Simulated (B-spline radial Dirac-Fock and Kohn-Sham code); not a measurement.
**Dipole and non-dipole photoemission parameters of Ni 2p1/2**

System: the Ni atom in the configuration 1s2 2s2 2p6 3s2 3p6 3d8 4s2; threshold 870.0 eV (tabulated edge). Level of theory: Dirac-Hartree-Slater photoionisation with a Latter tail; cross sections with all multipoles, angular parameters from the dipole term and its interference with E2; a radial atomic solver.

Input file task.json (cfg lists n, l and occupation; rrms is the nuclear radius in fm):

```json
{"items": [{
  "Z": 28,
  "q": 0,
  "cfg": [[1, 0, 2], [2, 0, 2], [2, 1, 6], [3, 0, 2], [3, 1, 6], [3, 2, 8], [4, 0, 2]],
  "A": 58,
  "rrms": 3.7757,
  "do": "xps",
  "hv": [52.3, 53.4, 60, 66.0, 98.8, 126.0, 127.0, 150, 173.0, 200, 216.0, 300, 403.0, 412.0, 474.0, 480.0, 800, 907.0, 1000, 1090.0, 1840.0, 3890.0, 4000, 4100.0, 4440.0, 5820.0, 7200.0, 8000.0, 12100.0, 15000],
  "edges": {"K": 8333.0, "L1": 1008.6, "L2": 870.0, "L3": 852.7, "M1": 110.8, "M2": 68.0, "M3": 66.2}
}]}
```

Launch: `python xray2_run.py task.json out`

For linearly polarised light dσ/dΩ = σ/(4π) [1 + β P₂(cos θ) + (δ + γ cos²θ) sin θ cos φ], with θ from the polarisation vector and φ the angle between the beam and the projection of the electron momentum on the plane normal to the polarisation.

| hν (eV) | σ (kb) | β | γ | δ |
| --- | --- | --- | --- | --- |
| 907 | 340 | 0.750 | -0.097 | 0.012 |
| 1000 | ? | ? | ? | ? |
| 1090 | 218 | 1.271 | -0.080 | 0.011 |
| 1840 | 56.2 | 1.448 | 0.323 | 0.029 |
| 3890 | 6.35 | 1.250 | 0.894 | 0.069 |
| 4000 | 5.83 | 1.238 | 0.914 | 0.072 |
| 4100 | 5.40 | 1.229 | 0.932 | 0.074 |
| 4440 | 4.22 | 1.196 | 0.987 | 0.081 |
| 5820 | 1.79 | 1.076 | 1.160 | 0.111 |
| 7200 | 0.900 | 0.977 | 1.286 | 0.141 |
| 8000 | 0.636 | 0.927 | 1.345 | 0.158 |
| 12100 | 0.157 | 0.735 | 1.556 | 0.239 |
| 15000 | 0.0747 | 0.641 | 1.657 | 0.290 |

Question: Give the values at 1000 eV.

Answer: σ = 269 kb, β = 1.122, γ = -0.114, δ = 0.008.

Values without a named source are computed, but for edge energies of neutral atoms, which are taken from tables.
